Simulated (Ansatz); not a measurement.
Consider the formal hydrolysis of the Si–Br bond: `O[Si]Br` + H₂O → `O[Si]O` + HBr.

Isolated molecules relaxed with PBE0-D4/def2-TZVP in Ansatz; ΔE leaves out vibrations. CCSD(T)/CBS adds triple-zeta CCSD(T) − MP2 to the extrapolated MP2 energy (def2 sets, frozen cores). This one scheme is used for every species. DFT in def2-TZVPP. For Br outer-core shells are correlated without core-valence functions, which leaves a few kJ/mol of doubt a bond. Scalar relativity is left out up to krypton. Each species was taken in one conformer, which may not be the lowest.

| species | revPBE energy (Eh) |
| --- | --- |
| `O[Si]Br` | -2939.28060 |
| H₂O | -76.44013 |
| `O[Si]O` | -441.18038 |
| HBr | -2574.53871 |

**Question.** Work out ΔE.

**Answer.** ΔE = (-441.18038) + (-2574.53871) − (-2939.28060) − (-76.44013) = 0.00164 Eh = +4.3 kJ/mol. CCSD(T)/CBS gives -3.6 kJ/mol.

**Question.** What do rigid-rotor, harmonic-oscillator terms from PBE0-D4/def2-TZVP frequencies (298.15 K, 1 bar) make of the CCSD(T)/CBS value? (Best estimate.)

**Answer.** Ansatz gave: ΔZPE = -6.1 kJ/mol, ΔH = -11.1 kJ/mol, ΔS = -11 J/(mol·K), ΔG = -7.8 kJ/mol.

Largest T1 diagnostic among the species: 0.015.

From BLYP to BHLYP (50 % exact exchange), in def2-TZVPP and without D4, ΔE moves by −3.5 kJ/mol. The D4 term adds +3.2 kJ/mol with B3LYP and +1.6 kJ/mol with PBE0; it sums over pairs of atoms, weighted by their polarisabilities, and B3LYP, whose exchange is more repulsive, gets the larger term. At CCSD(T), def2-SVP lies −7.4 kJ/mol from the extrapolated value and def2-TZVPP −6.9 kJ/mol.

B3LYP here is the variant with VWN-RPA as its local correlation; programs differ in this.
